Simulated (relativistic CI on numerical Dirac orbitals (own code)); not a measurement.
**What each ingredient does to the levels of Tb⁴⁶⁺**

Base calculation: Dirac-Coulomb-Breit CI, separate exchange-only KLI orbitals for each configuration, QED by a radiative potential, unscaled Slater integrals.

CI space (outside the closed core [Ne]): 3s2.3p6.3d, 3s2.3p5.3d2, 3s.3p6.3d2, 3s2.3p6.4s, 3s2.3p6.4p, 3s2.3p6.4d, 3s2.3p5.3d.4s, 3s2.3p6.4f, 3s2.3p5.3d.4p, 3p6.3d3, 3p5.3d4, 3p5.3d3.4s. Double excitations out of closed p, d and f shells are left out; levels of such configurations are missing from the list, as are those of other unlisted configurations, and high levels can miss mixing partners. These lack a partner that the ground configuration has and come out too high: 3s2.3p5.3d.4p.

Variants: (1) P86 correlation estimate; (2) QED terms removed. Shifts of the energy above 3s2.3p6.3d 2D_3/2, in eV, for the lowest level and the first level of each name with at least 55 % of one term (blank where a level changes its place among those of its configuration and J or its character, or is not in the variant):

```
               Level     Base    Δ(1)    Δ(2)
   3s2.3p6.3d 2D_3/2    0.000   0.000   0.000
   3s2.3p6.3d 2D_5/2   41.789   0.000  -0.111
 3s2.3p5.3d2 4D°_1/2  212.526  +0.438  +0.425
 3s2.3p5.3d2 4G°_9/2  254.012  +0.438  +0.326
3s2.3p5.3d2 2H°_11/2  262.981  +0.438  +0.321
 3s2.3p5.3d2 2G°_9/2  277.642  +0.438  +0.319
3s2.3p5.3d2 4G°_11/2  297.134  +0.438  +0.223
 3s2.3p5.3d2 2F°_5/2  300.053  +0.438  +0.308
 3s2.3p5.3d2 2P°_1/2  305.796  +0.438  +0.309
   3s.3p6.3d2 4F_3/2  581.465  +0.657  +2.957
   3s.3p6.3d2 4F_5/2  588.964  +0.657  +2.953
   3s.3p6.3d2 4P_1/2  605.377  +0.657  +2.949
   3s.3p6.3d2 4F_7/2  620.973  +0.657  +2.848
   3s.3p6.3d2 4P_3/2  631.024  +0.657  +2.852
   3s.3p6.3d2 2F_5/2  638.512  +0.657  +2.853
   3s.3p6.3d2 2G_7/2  643.481  +0.657  +2.852
   3s.3p6.3d2 2P_1/2  650.547  +0.658  +2.861
```

At this charge energies of transitions that change n are usually good to better than 1 %, and those within a shell (Δn = 0) to a few per cent.

Ionisation energy from the two ground configurations alone: base 3813.81 eV; P86 correlation estimate 3815.56 eV. The NIST ASD value (theoretical) is 3814 eV.

LS names give the leading component of a level, which can be under half, so a name can repeat, a term be missing and a line seem to break the LS rules.
